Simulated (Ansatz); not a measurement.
Ansatz (a first-principles code) input (PBE0/def2-TZVPD):

Ansatz 0.2 input:
```yaml
crystal:
  periodic: [false, false, false]
  atoms:
    - {symbol: Si, position_ang: [0.20432812, -0.90957854, -0.15040684]}
    - {symbol: Br, position_ang: [-0.11968456, 0.85142398, -1.68711623]}
    - {symbol: Br, position_ang: [0.03848214, 0.37852957, 1.86142651]}
    - {symbol: N, position_ang: [1.48411068, -1.88271506, -0.25532342]}
    - {symbol: N, position_ang: [-1.31847471, -1.71172792, -0.32369042]}
    - {symbol: H, position_ang: [2.38309566, -1.53040665, 0.04427659]}
    - {symbol: H, position_ang: [-1.42705464, -2.50438093, 0.29458862]}
    - {symbol: H, position_ang: [-2.13400143, -1.11838579, -0.28093216]}
basis:
  gaussian:
    orbitals: def2-TZVPD
hamiltonian:
  xc: {name: PBE0}
total_charge: -1
output: {forces: true}
```

End of the output:

```
integrals: 0.30 GiB planned
1751 factors; their error is unknown
0.34 GiB of the device are held for the grids
1.71 GiB of device memory are held for the factors and their scratch space
mean field: 1.69 GiB planned
mean field evaluation 1: about -150973.2729 eV, gradient 7.0e1 eV
mean field evaluation 2: about -150920.1760 eV, gradient 1.4e2 eV
mean field evaluation 4: about -150982.3386 eV, gradient 1.4e1 eV
mean field evaluation 8: about -150982.6861 eV, gradient 9.1e-2 eV
mean field evaluation 16: about -150983.3268 eV, gradient 5.7e-4 eV
mean field -150983.32678187 eV, -5548.5349190591 hartree, gradient 6.3e-5 eV, S^2 0.000000; 0 other end points of the search recorded, 0 dependent functions left out
the calculation of the forces begins
reference -150983.32683221 eV, -5548.5349209092 hartree; 51, 51 occupied and 207, 207 virtual orbitals, 1751 factors
Total energy: -150983.32683221 eV, -5548.5349209092 hartree
Atom 0 at     0.204328    -0.909579    -0.150407 Å, force    -0.156461     0.226100     0.053262 eV/Å
Atom 1 at    -0.119685     0.851424    -1.687116 Å, force     0.033304    -0.168197     0.156873 eV/Å
Atom 2 at     0.038482     0.378530     1.861427 Å, force     0.023933    -0.109299    -0.198940 eV/Å
Atom 3 at     1.484111    -1.882715    -0.255323 Å, force     0.002688     0.009065    -0.001977 eV/Å
Atom 4 at    -1.318475    -1.711728    -0.323690 Å, force     0.088017     0.038187    -0.001861 eV/Å
Atom 5 at     2.383096    -1.530407     0.044277 Å, force    -0.016881    -0.002888    -0.003481 eV/Å
Atom 6 at    -1.427055    -2.504381     0.294589 Å, force     0.004788     0.016204    -0.008997 eV/Å
Atom 7 at    -2.134001    -1.118386    -0.280932 Å, force     0.020613    -0.009172     0.005120 eV/Å
Dipole moment:    -0.557227     0.490737     0.229724 e Å
```

It need not be the lowest isomer of its formula. Whether it binds its extra electron was not tested at this geometry.
